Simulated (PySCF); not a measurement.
C3H10OSi2, SMILES C1[Si@H](C)[C@H]([SiH3])O1. Heavy atoms are numbered as in [CH3:1][Si@H:2]1[CH2:3][O:4][C@H:5]1[SiH3:6]. Hydrogens are named by the atom that carries them.

The structure is a stationary point at PBE0-D3(BJ)/def2-SVP. The structure was generated by enumeration; whether it is a known compound was not checked.

All values below come from PBE/def2-TZVP (PySCF).

ESP charges are fitted to the potential on shells at 1.4 to 2.0 van der Waals radii. Atomic charges (e), one atom of each kind:

```
atom        Mulliken  meta-Löwdin  ESP fit  Löwdin
----------  --------  -----------  -------  ------
C1 (CH3)       -0.46        -0.60    -0.73   -0.46
Si2 (SiH)       0.20          [?]     0.50    0.31
C3 (CH2)       -0.15          [?]    -0.20   -0.41
O4             -0.24        -0.38    -0.27    0.16
C5 (CH)        -0.07        -0.33     0.00   -0.51
Si6 (SiH3)      0.10         0.41     0.08    0.23
H on C1         0.14          [?]     0.19    0.13
H on Si2       -0.02        -0.09    -0.13   -0.02
H on C3         0.10          [?]     0.09    0.12
H on C5         0.09          [?]     0.07    0.14
H on Si6       -0.04        -0.09    -0.05   -0.03
```

**Question.** Fill in the missing entries. (The exact figures need the calculation; the answer reports its results.)

**Answer.** 
- Si2 (SiH), meta-Löwdin: 0.71
- C3 (CH2), meta-Löwdin: -0.24
- H on C1, meta-Löwdin: 0.14
- H on C3, meta-Löwdin: 0.12
- H on C5, meta-Löwdin: 0.12

**Question.** Give the Mayer and Wiberg (Löwdin basis) orders of the bonds. (An estimate is asked for; the answer gives what the named calculation found.)

**Answer.** 
```csv
bond,Mayer,Wiberg
C1–Si2,1.01,1.23
Si2–C3,0.99,1.07
C3–O4,1.01,1.44
Si2–C5,0.96,1.02
O4–C5,0.96,1.39
C5–Si6,0.99,1.17
```
